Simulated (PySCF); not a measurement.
Cartesian coordinates in Å; atom numbers follow the order of the lines, from 1:
```xyz
9

Si   -1.4356   -0.3219    0.0197
O    -0.3052    0.6280   -0.6765
C     1.0301    0.7033   -0.4777
C     1.7500   -0.0034    0.3498
S     2.6651   -0.8093    1.3235
H    -1.4846   -0.0876    1.4632
H    -2.5867    0.1842   -0.7077
H    -1.1388   -1.7347   -0.2205
H     1.5191    1.4475   -1.0992
```

Geometry: GFN2-xTB; GIAO absolute shieldings from PySCF, gas phase, non-relativistic, averaged over equivalent atoms.

At PBE0/pcSseg-1 (119 basis functions, 9.7 s wall time on 1 thread of an AMD EPYC 9R14, shared host):
| atoms | σ (ppm) |
| --- | --- |
| Si1 | 379.3 |
| O2 | 345.1 |
| C4 | -179.8 |
| C3 | 57.5 |
| S5 | -424.0 |
| H9 | 22.55 |
| H6/H7/H8 | 26.79 |

Question: What do these become at KT2/aug-pcSseg-1?

Answer: 
```json
{"atoms": "Si1", "σ at KT2/aug-pcSseg-1": "384.1", "change": "+4.8"}
{"atoms": "O2", "σ at KT2/aug-pcSseg-1": "324.4", "change": "-20.7"}
{"atoms": "C4", "σ at KT2/aug-pcSseg-1": "-159.0", "change": "+20.8"}
{"atoms": "C3", "σ at KT2/aug-pcSseg-1": "59.4", "change": "+1.9"}
{"atoms": "S5", "σ at KT2/aug-pcSseg-1": "-299.5", "change": "+124.5"}
{"atoms": "H9", "σ at KT2/aug-pcSseg-1": "22.45", "change": "-0.10"}
{"atoms": "H6/H7/H8", "σ at KT2/aug-pcSseg-1": "26.36", "change": "-0.43"}
```

The largest change is at S5 (thione sulfur). Cost: 180 basis functions, 17 s wall time on 1 thread of an AMD EPYC 9R14, shared host.
